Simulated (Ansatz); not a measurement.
A made-up structure of SiHBrO₂, closed shell:

```csv
atom,x (Å),y (Å),z (Å)
O1,-0.7396,-1.9262,0.9552
Si2,-0.2919,-0.4832,0.2047
O3,1.3374,0.2876,0.2599
Br4,-1.7802,0.9082,-1.1487
H5,1.4742,1.2137,-0.2711
```

It is relaxed with PBE-D4/def2-SVP and then PBE0-D4/def2-TZVP (Ansatz 0.2.0). Atoms count as bonded within 1.22 times the sum of their covalent radii (H–H: 0.88 Å). The end point is not checked to be a true minimum.

Problem. Does its bonding change? (Judge from chemistry; the calculation decides.)

Solution. The calculation gives: No: no bond forms or breaks.

Where it ends: The first stage lowers the energy by 1.22 eV in 6 steps. It ends as SiHBrO₂ ([O][Si]([OH])[Br]):
```xyz
5
angstrom
O -0.6608 -1.7202 0.8519
Si -0.2604 -0.4316 0.1828
O 1.1947 0.2563 0.2317
Br -1.5894 0.8121 -1.0243
H 1.3159 1.0834 -0.2421
```

Labels in which every atom is bracketed show which atoms are joined, not bond orders.

For scale, one of the runs: PBE0-D4/def2-TZVP relaxation, 153 basis functions, launched by `ansatz run in.yaml --threads 2 --pin off --events-out ev --progress --plain --max-ram 4352MiB`. Hardware: 2 CPU threads of an Intel Xeon 6975P-C, shared host. Wall time about 27 s.
